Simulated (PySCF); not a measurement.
Species: C3H5BrSi.
Numbering: `[CH3:1][C:2]#[C:3][SiH2:4][Br:5]` (hydrogens: H6, H7, H8 on C1; H9, H10 on Si4)

Method: PBE0-D3(BJ)/def2-SVP geometry optimisation, gas phase in PySCF; density fitting, grid level 1; the optimiser is geomeTRIC in internal coordinates, started from a GFN2-xTB structure with every atom displaced at random (about 0.01 Å).

At the end of the run (lengths in Å): C3–Si4 1.815, Si4–H9 1.488, C1–C2 1.449, Si4–H10 1.488, C2≡C3 1.219, C1–H8 1.101, C1–H6 1.101, C2–C3–Si4 179.3°, C3–Si4–Br5 109.7°, C1–C2–C3 179.8°.

Question: These geometries were met on the way; a selection of coordinates is given. Order them by energy above the end point, lowest first.
A. C3–Si4 1.813, Si4–H9 1.487, C1–C2 1.449, Si4–H10 1.487, C2≡C3 1.220, C1–H8 1.101, C1–H6 1.101, C2–C3–Si4 173.5°, C3–Si4–Br5 108.3°, C1–C2–C3 178.7°
B. C3–Si4 1.816, Si4–H9 1.488, C1–C2 1.449, Si4–H10 1.489, C2≡C3 1.221, C1–H8 1.101, C1–H6 1.101, C2–C3–Si4 166.7°, C3–Si4–Br5 111.1°, C1–C2–C3 178.6°
C. C3–Si4 1.888, Si4–H9 1.425, C1–C2 1.415, Si4–H10 1.456, C2≡C3 1.191, C1–H8 1.081, C1–H6 1.082, C2–C3–Si4 177.6°, C3–Si4–Br5 106.1°, C1–C2–C3 178.9°
D. C3–Si4 1.834, Si4–H9 1.492, C1–C2 1.450, Si4–H10 1.484, C2≡C3 1.221, C1–H8 1.102, C1–H6 1.102, C2–C3–Si4 164.0°, C3–Si4–Br5 113.7°, C1–C2–C3 178.9°

Answer: A (0.009 eV), B (0.031 eV), D (0.071 eV), C (0.216 eV).

```json
{"step": "4", "E above end (eV)": "0.009", "rms distance from the end, all atoms (Å)": "0.065", "largest force (eV/Å)": "0.121", "rms shift of all bonds from the end (Å)": "0.001"}
{"step": "2", "E above end (eV)": "0.031", "rms distance from the end, all atoms (Å)": "0.114", "largest force (eV/Å)": "0.425", "rms shift of all bonds from the end (Å)": "0.003"}
{"step": "1", "E above end (eV)": "0.071", "rms distance from the end, all atoms (Å)": "0.122", "largest force (eV/Å)": "0.782", "rms shift of all bonds from the end (Å)": "0.007"}
{"step": "0", "E above end (eV)": "0.216", "rms distance from the end, all atoms (Å)": "0.056", "largest force (eV/Å)": "4.493", "rms shift of all bonds from the end (Å)": "0.039"}
```

Rows stand in the order of the answer.
